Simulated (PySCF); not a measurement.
**InHCl + HF → InHF + HCl**

Level: PBE0 in the def2-TZVP basis family, computed in PySCF with density fitting; scalar-relativistic core potentials for atoms from Rb on, none lighter, no spin–orbit coupling; open shells unrestricted.

```tsv
species	state and structure	ZPE (kJ/mol)	H(298 K) − H(0) (kJ/mol)	S° (J/(mol K))
InHCl	doublet, Cs, In–Cl 2.365 Å, In–H 1.773 Å; Cl–In–H 115.3°	13.7	11.7	280.5
HF	singlet, C∞v, H–F 0.920 Å	24.9	8.7	173.6
InHF	doublet, Cs, In–F 1.970 Å, In–H 1.779 Å; F–In–H 113.7°	14.8	11.2	269.4
HCl	singlet, C∞v, H–Cl 1.279 Å	17.9	8.7	186.6
```

Problem. Is the gas-phase reaction uphill or downhill in electronic energy at this level, and by how much?

Solution. At PBE0/def2-TZVP, ΔE = 54.7 kJ/mol, uphill. Ligand exchange with HF takes part in thermal etching.

Problem. Add zero-point, thermal and entropy terms for 298.15 K and 1 bar.

Solution. ΔZPE = -5.9 and Δ[H(298) − H(0)] = -0.5 kJ/mol give ΔH° = 48.3 kJ/mol. ΔS° = 1.9 J/(mol K), so ΔG° = 48.3 − 298.15 × (0.0019) = 48 kJ/mol and log₁₀K = -8.4.

Only the bonding shown was studied: isomers, or loss of a ligand pair, can lie lower.
